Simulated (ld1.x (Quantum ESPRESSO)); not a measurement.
# Cutoff test, V (Z = 23), TM

```json
{"Element": "vanadium", "Generator": "ld1.x (Quantum ESPRESSO) 7.5", "Type": "norm-conserving Troullier–Martins (Kleinman–Bylander form)", "Functional": "PBE", "Relativity": "scalar-relativistic", "Frozen core": "[Ar]", "Valence charge": "5", "Reference configuration": "3d2 4s0 4p0 (charge +3)", "Partial waves": "4s (bound, empty): rc 1.95 bohr; 4p (bound, empty): rc 1.85 bohr; 3d (bound): rc 1.40 bohr", "Local potential": "all-electron potential smoothed inside 1.70 bohr (lloc = -1)", "Core correction": "none"}
```

The pseudo-atom Hamiltonian at the reference potential is diagonalised in spherical Bessel functions j_l(qr) that vanish at 20 bohr, with q² up to the cutoff. All-electron valence levels (Ry): 4s -2.0404, 4p -1.6041, 3d -2.7162.

Problem. How do the lowest levels (Ry) of each channel move with the cutoff, and are there ghosts?

Solution.

```csv
cutoff (Ry),s #1,s #2,p #1,p #2,d #1,f #1,Σ f·Δε (mRy)
8,-2.0693,-1.2337,-1.4937,-0.6987,-1.4353,-0.6348,2561.8
15,-2.9015,-2.0241,-1.5130,-0.7060,-1.5951,-0.6378,2242.3
25,-3.3842,-2.0378,-1.5438,-0.7210,-1.7976,-0.6383,1837.2
40,-3.4021,-2.0399,-1.5896,-0.7762,-2.1883,-0.6383,1055.9
50,-3.4024,-2.0400,-1.5965,-0.7883,-2.4306,-0.6383,571.2
70,-3.4037,-2.0403,-1.6020,-0.7973,-2.6601,-0.6383,112.2
100,-3.4038,-2.0404,-1.6038,-0.8001,-2.7146,-0.6383,3.3
140,-3.4039,-2.0404,-1.6041,-0.8004,-2.7161,-0.6383,0.3
400,-3.4039,-2.0404,-1.6041,-0.8005,-2.7162,-0.6383,0.0
```

Result: ghost state, extra bound levels that the all-electron valence spectrum of the same l lacks: s at -46.3 eV (a true bound ghost makes a file unfit for plane-wave use); 10 mRy is reached at 100 Ry and 1 mRy at 110 Ry.

2 of 7 tests not solved or not reliable.
